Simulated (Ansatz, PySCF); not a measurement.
Reaction (SMILES): Cc1[c-][se]cc1 -> Cc1[c-]c[se]c1
Geometries: B3LYP-D3(BJ)/def2-TZVP minima from Ansatz (a program for electronic structure). Frequencies are from Ansatz or PySCF. Unstable Hartree-Fock reference: Cc1[c-][se]cc1, Cc1[c-]c[se]c1.

Quantity: isomerisation energy (0 K, with B3LYP-D3(BJ) harmonic zero-point energies), in eV. Correlated levels leave the core frozen unless marked. Spin-orbit coupling is left out. Frozen are the shells of the preceding noble gas and the d and f shells that filled before the atom's block. Non-relativistic. Anions need diffuse functions: aug- sets have them; def2-D sets add few; the other sets have none. CBS marks a two-point X^-3 extrapolation of the correlation energy; Hartree-Fock from the larger set.

| level | program | isomerisation energy (eV) |
|---|---|---|
| B3LYP-D4/def2-TZVPD | Ansatz + dftd4 | 0.20 |
| PBE0/def2-SVP | Ansatz | 0.31 |

### Question
What does CCSD(T)/CBS(aug-cc-pVTZ,aug-cc-pVQZ) (Ansatz) give?

### Answer
0.26 eV, so PBE0/def2-SVP differs from it by 0.05 eV.
